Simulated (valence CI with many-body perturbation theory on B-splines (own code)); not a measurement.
E1 transitions of La⁸⁺

Calculated by configuration interaction combined with many-body perturbation theory (CI+MBPT): three valence electrons over a frozen Dirac-Fock core [Kr] 4d10, radial functions for each j: 7 s, 7 p, 7 d, 7 f, 4 g, 2 h, with the one-electron correlation potential Σ1, the two-electron term Σ2, the three-electron term Σ3, Breit, model QED; selected CI, second order for the rest, scaled by the run's own slope (own B-spline code, finite nucleus).

No measured levels were compared; by estimate levels hold to about 250 cm⁻¹ or 0.2 % of their energy and the worst to 1 %, as in measured heavy ions of charge 2 to 7; those with d or f electrons hold less well.

Lines 1 to 50 of 580 in falling wavelength, among levels below 524560 cm⁻¹, chosen from the strongest by gf and those to the six lowest levels. Wavelengths and rates use the calculated energies, so an error of 400 cm⁻¹ moves a line at 194.9 nm by 0.78 % and its rate by three times that or more. Electric multipoles are in the length gauge, E1 and E2 with the static RPA response of the core. Weak lines are less certain than strong ones. Lines between different terms over intervals too small for the method are left out, as are lines whose strength nearly cancels. Where a level lies close to another of its J and parity, the split of strength between their lines is uncertain.

Names give the largest LS component (configuration and term), which can be under half, so a name can repeat, a term be missing and a line seem to break the LS rules; names also repeat where a configuration has a term twice. Letters in brackets count levels of one name in rising energy.

| λ vac (nm) | Upper | Lower | A (s⁻¹) | S (a.u.) with core polarisation | S without |
| --- | --- | --- | --- | --- | --- |
| 194.9 | 5s5p² ⁴P_5/2 | 4f5s² ²F°_7/2 | 1.52e+06 | 3.33e-02 | 4.00e-02 |
| 167.0 | 5s²6p ²P°_1/2 | 5s²6s ²S_1/2 | 4.46e+08 | 2.05e+00 | 2.15e+00 |
| 142.7 | 5s²6p ²P°_3/2 [a] | 5s²6s ²S_1/2 | 5.90e+08 | 3.39e+00 | 3.54e+00 |
| 135.0 | 5s²6p ²P°_3/2 [b] | 5s²6s ²S_1/2 | 3.10e+08 | 1.51e+00 | 1.56e+00 |
| 134.7 | 5s5p² ²D_3/2 | 4f5s² ²F°_5/2 | 3.00e+07 | 1.44e-01 | 1.74e-01 |
| 120.9 | 5s5p² ²D_5/2 | 4f5s² ²F°_7/2 | 2.95e+07 | 1.55e-01 | 1.83e-01 |
| 100.9 | 5s5p² ⁴P_1/2 | 5s²5p ²P°_3/2 | 1.54e+07 | 1.56e-02 | 2.11e-02 |
| 88.21 | 4f5p² ²G°_7/2 | 4f5s5p ²F_5/2 [b] | 3.56e+08 | 9.64e-01 | 1.30e+00 |
| 87.13 | 5s5p² ⁴P_3/2 | 5s²5p ²P°_3/2 | 2.74e+07 | 3.58e-02 | 4.85e-02 |
| 86.02 | 4f5p² ⁴G°_11/2 | 4f5s5p ²G_9/2 [b] | 4.34e+08 | 1.64e+00 | 2.22e+00 |
| 85.92 | 4f5p² ⁴G°_9/2 | 4f5s5p ²F_7/2 [b] | 3.48e+08 | 1.09e+00 | 1.47e+00 |
| 85.21 | 4f5s5p ⁴G_5/2 | 4f5s² ²F°_5/2 | 2.75e+07 | 5.04e-02 | 6.60e-02 |
| 83.41 | 4f5s5p ⁴F_7/2 [a] | 4f5s² ²F°_5/2 | 2.81e+07 | 6.43e-02 | 8.54e-02 |
| 82.36 | 4f5p² ²H°_9/2 | 4f5s5p ²G_7/2 [c] | 6.53e+08 | 1.80e+00 | 2.43e+00 |
| 82.01 | 4f5p² ²F°_7/2 [a] | 4f5s5p ²F_7/2 [b] | 5.88e+08 | 1.28e+00 | 1.73e+00 |
| 81.98 | 5s5p² ²P_3/2 | 4f5s² ²F°_5/2 | 6.63e+07 | 7.22e-02 | 9.41e-02 |
| 81.95 | 4f5s5p ⁴F_5/2 | 4f5s² ²F°_7/2 | 3.17e+07 | 5.17e-02 | 7.24e-02 |
| 81.70 | 4f5s5p ²F_7/2 [a] | 4f5s² ²F°_7/2 | 9.49e+07 | 2.04e-01 | 2.68e-01 |
| 81.15 | 4f5s5p ⁴F_9/2 | 4f5s² ²F°_7/2 | 1.20e+08 | 3.17e-01 | 4.20e-01 |
| 80.69 | 4f5s5p ⁴F_5/2 | 4f5s² ²F°_5/2 | 1.21e+08 | 1.88e-01 | 2.50e-01 |
| 80.44 | 4f5s5p ²F_7/2 [a] | 4f5s² ²F°_5/2 | 1.34e+08 | 2.76e-01 | 3.65e-01 |
| 79.94 | 5s5p² ⁴P_5/2 | 5s²5p ²P°_3/2 | 2.09e+08 | 3.15e-01 | 4.29e-01 |
| 78.72 | 4f5s5d ²H°_9/2 [a] | 4f²5s ²I_11/2 | 8.61e+08 | 2.07e+00 | 2.31e+00 |
| 78.68 | 4f5s5d ²H°_11/2 [a] | 4f²5s ²I_11/2 | 4.78e+08 | 1.38e+00 | 1.76e+00 |
| 78.50 | 5s5p² ⁴P_1/2 | 5s²5p ²P°_1/2 | 2.12e+08 | 1.01e-01 | 1.36e-01 |
| 77.01 | 4f5s5p ²F_5/2 [a] | 4f5s² ²F°_7/2 | 1.15e+08 | 1.56e-01 | 1.97e-01 |
| 76.13 | 4f5s5d ⁴H°_13/2 [b] | 4f²5s ²H_11/2 | 3.05e+08 | 9.30e-01 | 1.22e+00 |
| 76.10 | 4f²5p ²H°_9/2 | 4f²5s ²F_7/2 | 4.23e+08 | 9.20e-01 | 1.17e+00 |
| 75.90 | 4f5s5p ²F_5/2 [a] | 4f5s² ²F°_5/2 | 5.51e+07 | 7.13e-02 | 9.69e-02 |
| 75.56 | 4f5s5p ²G_7/2 [a] | 4f5s² ²F°_7/2 | 1.85e+08 | 3.16e-01 | 4.19e-01 |
| 75.40 | 4f5s5d ²H°_11/2 [b] | 4f²5s ²I_11/2 | 4.06e+08 | 1.03e+00 | 1.35e+00 |
| 75.40 | 4f5s5d ⁴G°_11/2 [b] | 4f²5s ²H_11/2 | 4.27e+08 | 1.08e+00 | 1.45e+00 |
| 75.38 | 4f5s5d ²H°_11/2 [b] | 4f²5s ²I_13/2 | 7.10e+08 | 1.80e+00 | 2.22e+00 |
| 75.18 | 4f²5p ²F°_5/2 [a] | 4f²5s ²D_3/2 | 9.27e+08 | 1.17e+00 | 1.55e+00 |
| 75.04 | 4f²5p ²F°_5/2 [a] | 4f²5s ²D_5/2 | 7.60e+08 | 9.51e-01 | 1.21e+00 |
| 74.72 | 4f²5p ²I°_13/2 [a] | 4f²5s ²I_11/2 | 6.10e+08 | 1.76e+00 | 2.30e+00 |
| 74.70 | 4f²5p ²I°_13/2 [a] | 4f²5s ²I_13/2 | 1.92e+09 | 5.53e+00 | 7.22e+00 |
| 74.61 | 4f²5p ⁴I°_9/2 | 4f²5s ⁴H_7/2 | 8.27e+08 | 1.70e+00 | 2.19e+00 |
| 74.49 | 4f5s5p ²G_7/2 [a] | 4f5s² ²F°_5/2 | 4.40e+07 | 7.18e-02 | 9.48e-02 |
| 74.25 | 4f²5p ⁴D°_3/2 [a] | 4f²5s ²D_5/2 | 1.14e+09 | 9.20e-01 | 1.20e+00 |
| 74.02 | 4f²5p ⁴G°_5/2 [a] | 4f²5s ⁴F_3/2 | 8.05e+08 | 9.67e-01 | 1.25e+00 |
| 73.56 | 4f²5p ⁴G°_5/2 [b] | 4f²5s ⁴F_5/2 | 1.01e+09 | 1.18e+00 | 1.45e+00 |
| 73.50 | 4f²5p ⁴I°_11/2 | 4f²5s ²I_11/2 | 5.07e+08 | 1.19e+00 | 1.57e+00 |
| 73.48 | 4f²5p ⁴I°_11/2 | 4f²5s ²I_13/2 | 9.36e+08 | 2.20e+00 | 2.62e+00 |
| 73.45 | 4f²5p ⁴S°_3/2 [a] | 4f²5s ⁴P_5/2 | 1.07e+09 | 8.40e-01 | 1.10e+00 |
| 73.37 | 4f5s5d ⁴G°_5/2 | 4f²5s ⁴H_7/2 | 1.11e+09 | 1.30e+00 | 1.42e+00 |
| 73.20 | 4f5s5d ⁴H°_11/2 [a] | 4f²5s ⁴H_9/2 | 5.12e+08 | 1.19e+00 | 1.52e+00 |
| 73.06 | 4f²5p ⁴G°_7/2 [a] | 4f²5s ⁴F_7/2 | 6.40e+08 | 9.85e-01 | 1.26e+00 |
| 72.94 | 4f5s5d ⁴H°_9/2 | 4f²5s ⁴H_9/2 | 6.99e+08 | 1.34e+00 | 1.58e+00 |
| 72.76 | 4f²5p ⁴G°_7/2 [a] | 4f²5s ⁴F_5/2 | 6.29e+08 | 9.57e-01 | 1.25e+00 |
